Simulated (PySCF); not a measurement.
Löwdin shares of the frontier orbitals

C7H7OP.
Z-matrix (Å and degrees, GFN2-xTB geometry), rows numbered from 1:
```
C 
C   1  1.5082
O   2  1.2102  1  121.36
C   2  1.4952  1  117.62  3   179.98
C   4  1.3961  2  115.95  1  -179.95
C   5  1.3825  4  123.47  2   179.94
C   6  1.3797  5  123.33  4     0.01
P   7  1.7353  6  125.20  5     0.02
C   4  1.3874  2  122.03  1     0.03
H   1  1.0878  2  110.27  3  -119.96
H   1  1.0871  2  109.01  3    -0.06
H   1  1.0878  2  110.25  3   119.82
H   5  1.0806  4  116.92  2    -0.06
H   6  1.0826  5  118.21  4   180.00
H   7  1.0832  6  118.38  5  -179.98
H   9  1.0818  4  119.14  2     0.07
```

Computed, not measured: TDDFT CAM-B3LYP/def2-SVPD, vertical, gas phase, core orbitals frozen in the response in PySCF 2.14.0, density-fitted response routines.

Kohn–Sham orbitals with the atoms that hold most of them (Löwdin shares over 4%, at most four atoms; ? is withheld):

```csv
orbital,ε (eV),atoms
HOMO-3,-9.53,"P8 50%, O3 12%, C7 11%, C9 9%"
HOMO-2,-9.36,"C9 21%, C6 19%, C7 19%, C4 18%"
HOMO-1,-8.94,?
HOMO,?,"P8 29%, C5 19%, C7 14%, C9 14%"
LUMO,-1.09,?
LUMO+1,-0.54,"P8 29%, C9 24%, C6 10%, C5 10%"
LUMO+2,1.21,"C1 18%, C9 11%, C2 10%, H10 8%"
```

Task: Give the leading atoms of the HOMO-1.

Result: O3 (bonded to C) 48%; P8 (bonded to 2 C) 15%; C2 (bonded to 2 C and O) 10%; C4 (bonded to 3 C) 8%. By element: oxygen 48%, carbon 18% or more, phosphorus 15%.

Task: Which atoms hold the LUMO, and with what shares?

Result: C7 (bonded to C, P and H) 17%; C2 (bonded to 2 C and O) 14%; O3 (bonded to C) 13%; C4 (bonded to 3 C) 12%. By element: carbon 42% or more, oxygen 13%.

Task: What is the HOMO energy, and the HOMO–LUMO gap?

Result: ε(HOMO) = -8.51 eV; the gap is 7.42 eV (0.2726 hartree).

Task: The HOMO–LUMO gap is 7.42 eV. Where does the response calculation put the lowest singlet, and from which orbitals?

Result: S1 is at 3.87 eV (f = 0.0000), 3.55 eV below the gap, made of HOMO-1→LUMO (73%), HOMO-1→LUMO+3 (9%). Its leading pair isn't HOMO and LUMO; the energies of that pair differ by 7.85 eV. 

Task: Give energy, strength and leading configuration of S1 and S8, and follow the Löwdin shares of the leading atoms from the occupied to the empty orbital.

Result: 
- S1 (3.87 eV, f 0.0000), HOMO-1→LUMO (73%): O3 48% → 13%, P8 15% → at most 13%, C7 at most 9% → 17%, C2 10% → 14%
- S8 (6.14 eV, f 0.251), HOMO-2→LUMO+1 (73%): C9 21% → 24%, C6 19% → 10%, P8 at most 19% → 29%

Löwdin shares depend on the basis, the more so with diffuse functions.

One conformer stands for the species.
